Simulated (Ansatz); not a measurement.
C5H5F3GaN⁺, that is Ga(py)F3 with one electron fewer. The state is a doublet with charge 1. Geometry r2SCAN-D4/def2-SVP, that of the neutral singlet; atoms count from 1.

Cartesian coordinates in Å:
```
Ga -0.8128 0.7349 -2.3231
N -0.1702 0.1531 -0.4949
C 1.0131 0.5947 -0.0348
C 1.4752 0.2336 1.2275
C 0.6889 -0.6124 2.0145
C -0.5281 -1.0816 1.5121
C -0.9264 -0.6801 0.2405
H 1.5769 1.2353 -0.7204
H 2.4384 0.6083 1.5808
H 1.0265 -0.9108 3.0114
H -1.1626 -1.7551 2.0925
H -1.8532 -1.0202 -0.2325
F 0.7593 1.0302 -3.0617
F -1.7857 2.1740 -2.0711
F -1.7392 -0.7038 -2.7409
```

(1) Estimate the Mulliken populations from the PBE0/def2-TZVP orbitals of Ansatz.

(2) Where does the spin sit?

(3) And the Mayer bond orders between heavy atoms (over 0.3)?

Answers

(1) 
```csv
atom,charge (e),spin (α − β)
Ga1,0.82,0.00
N2,-0.01,-0.11
C3,0.05,0.32
C4,0.04,0.29
C5,-0.11,-0.14
C6,0.04,0.29
C7,0.05,0.33
H8,0.26,-0.01
H9,0.24,-0.01
H10,0.22,0.00
H11,0.24,-0.01
H12,0.26,-0.01
F13,-0.37,0.02
F14,-0.35,0.02
F15,-0.37,0.02
```
Mulliken values depend strongly on the basis.

(2) Summed by element: Ga 0.00, N -0.11, C 1.09, H -0.04, F 0.06, of 1 unpaired in all. Largest on single atoms: C7 0.33, C3 0.32, C4 0.29.

(3) Ga1–N2 0.51 (2.02 Å); Ga1–F13 0.94 (1.76 Å); Ga1–F14 1.01 (1.76 Å); Ga1–F15 0.94 (1.76 Å); N2–C3 1.39 (1.34 Å); N2–C7 1.38 (1.34 Å); C3–C4 1.21 (1.39 Å); C4–C5 1.42 (1.40 Å); C5–C6 1.43 (1.40 Å); C6–C7 1.21 (1.39 Å).
